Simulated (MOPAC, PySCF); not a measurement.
H3AlS, SMILES `[SH][AlH2]` (H–Al–S–H torsion 0°), neutral singlet in the gas phase. 

Cartesian coordinates (Å):
SMILES: [SH][AlH2]
```xyz
5

Al    -0.6506    -0.1086    -0.0269
S      1.4627    -0.6460     0.1541
H     -1.0388     1.4070    -0.2291
H     -1.6852    -1.2938     0.0567
H      1.8965     0.6201     0.0281
```
Charge 0, spin multiplicity 1.

All levels are single points at this geometry (TPSSh-D3(BJ)/def2-TZVP); Pople sets use spherical d functions. Orbital energies aren't observables, and empty levels follow the basis.

B3LYP/6-311+G** in PySCF gives gap (eV) = 5.89.

### Question
Estimate the gap (eV) from each of these levels: PBE-D3(BJ)/def2-TZVP in PySCF; TPSSh-D3(BJ)/def2-TZVP in PySCF; BP86/6-31G* in PySCF; M06-2X/6-31G* in PySCF; SVWN5/6-31G* in PySCF; HF/3-21G in PySCF; HF/6-31G* in PySCF; HF/STO-3G in PySCF; AM1 in MOPAC; PM3 in MOPAC; PM6 in MOPAC; PM7 in MOPAC.

### Answer

| level | gap (eV) |
|---|---|
| PBE-D3(BJ)/def2-TZVP in PySCF | 4.51 |
| TPSSh-D3(BJ)/def2-TZVP in PySCF | 5.51 |
| BP86/6-31G* in PySCF | 4.49 |
| M06-2X/6-31G* in PySCF | 8.01 |
| SVWN5/6-31G* in PySCF | 4.36 |
| HF/3-21G in PySCF | 11.64 |
| HF/6-31G* in PySCF | 11.66 |
| HF/STO-3G in PySCF | 15.24 |
| AM1 in MOPAC | 8.81 |
| PM3 in MOPAC | 7.73 |
| PM6 in MOPAC | 9.97 |
| PM7 in MOPAC | 8.81 |
